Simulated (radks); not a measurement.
The sulfur anion S-, [Ne] 3s2 3p5, held by a Watson sphere: a shell of charge +1 at radius R that stands for the Madelung well of a crystal (potential energy -1/R inside, -1/r outside, in hartree with lengths in bohr). All-electron calculation, scalar-relativistic Kohn-Sham, LDA (Slater exchange, Perdew-Wang correlation), spin-polarised, spherical densities, point nucleus; open shells are filled with parallel spins first. Program: a radial shooting solver on a logarithmic mesh with Libxc functionals. Response by self-consistent Sternheimer equations with the Hartree and adiabatic LDA kernel, the relativistic mass of each level held fixed and spin-orbit coupling left out. The sphere does not respond.

| R (bohr) | e(3s down) (eV) | e(3p up) (eV) | e(3p down) (eV) | <r> 3p (bohr) | sum of <r^2> (bohr^2) | X-ray form factor at sin(theta)/lambda = 0.1 1/angstrom | alpha (bohr^3) |
|---|---|---|---|---|---|---|---|
| 2.06 | -17.374 | -8.088 | -7.401 | 2.097 | 34.74 | 14.850 | 23.10 |
| 2.27 | -17.019 | -7.833 | -7.157 | 2.130 | 35.69 | 14.806 | 24.81 |
| 2.32 | -16.936 | -7.770 | -7.096 | 2.137 | 35.91 | 14.795 | 25.24 |
| 2.93 | -15.992 | -6.974 | -6.327 | 2.219 | 38.32 | 14.692 | 31.07 |
| 3.69 | -15.004 | -6.040 | -5.410 | 2.295 | 40.62 | 14.608 | 39.16 |
| 4.11 | -14.540 | -5.582 | -4.957 | 2.326 | 41.60 | 14.577 | 43.71 |
| 4.13 | -14.519 | -5.561 | -4.936 | 2.327 | 41.64 | 14.576 | 43.92 |
| 4.31 | -14.338 | -5.380 | -4.756 | 2.338 | 42.00 | 14.566 | 45.85 |
| 4.47 | -14.183 | -5.225 | -4.603 | 2.347 | 42.29 | 14.558 | 47.53 |
